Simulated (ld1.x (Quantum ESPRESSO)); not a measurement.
## aluminium: one change to an ultrasoft potential, before and after

* Element: Al
* Generator: ld1.x (Quantum ESPRESSO) 7.5
* Type: ultrasoft
* Functional: LDA (PZ)
* Relativity: scalar-relativistic
* Frozen core: [Ne]
* Valence charge: 3
* Reference configuration: 3s2 3p1
* Partial waves: 3s (bound): rcut 1.55, rcutus 1.90 bohr; 3s channel at 0.1 Ry: rcut 1.55, rcutus 1.90 bohr; 3p (bound): rcut 1.80, rcutus 1.90 bohr; 3p channel at 3.9 Ry: rcut 1.80, rcutus 1.90 bohr
* Local potential: all-electron potential smoothed inside 1.75 bohr (lloc = -1)
* Core correction: none
* Augmentation charge: built from norm-conserving waves at rcut, not smoothed further

Change: wave 3p channel at 3.9 Ry: rcut 1.80, rcutus 1.90 bohr becomes 3p channel at -0.14 Ry: rcut 1.80, rcutus 1.90 bohr.

Cutoffs: the cutoffs (Ry, on a coarse ladder) from which the occupation-weighted sum of valence levels, in a spherical-Bessel basis at the reference potential, stays within 10 and 1 mRy of its value at 400 Ry; they do not see the model core or the augmentation charge, which bear on the density cutoff. Errors are all-electron minus pseudo energies relative to the spin-unpolarised reference configuration.

How do hardness, ghosts and transferability respond?

The potential gets softer (8 Ry and 18 Ry → 8 Ry and 12 Ry); the errors of the 9 common tests hardly move; the range in which the p phases agree widens (upper end 2.8 → at the end of the scan); neither file shows a bound ghost.

```tsv
quantity	base	changed
cutoff, loose	8 Ry	8 Ry
cutoff, tight	18 Ry	12 Ry
bound ghosts	none	none
error for 3s2 3p0, meV [ΔE 5.85 eV]	+2.3	+2.3
error for 3s1 3p0, meV [ΔE 25.22 eV]	+79	+79
error for 3s2 3p0.5, meV [ΔE 2.13 eV]	+0.1	+0.2
error for 3s0 3p3, meV [ΔE 10.51 eV]	+33	+34
error for 3s1 3p2, meV [ΔE 5.16 eV]	+7.1	+7.3
error for 3s1 3p1, meV [ΔE 11.67 eV]	+17	+18
error for 3s2 3p1.3, meV [ΔE -0.60 eV]	0.0	+0.1
error for 3s2 3p1 (spin-polarised), meV [ΔE -0.14 eV]	+6.5	+6.5
error for 3s1 3p0 (spin-polarised), meV [ΔE 24.80 eV]	+212	+212
s: phases at 2.05 bohr within 0.05 rad from the reference energy up to (Ry; the scan ends near 5)	to the end of the scan	to the end of the scan
p: phases at 2.05 bohr within 0.05 rad from the reference energy up to (Ry; the scan ends near 5)	2.8	to the end of the scan
lowest overlap eigenvalue by channel	s 0.30, p 0.84	s 0.30, p 0.21
```
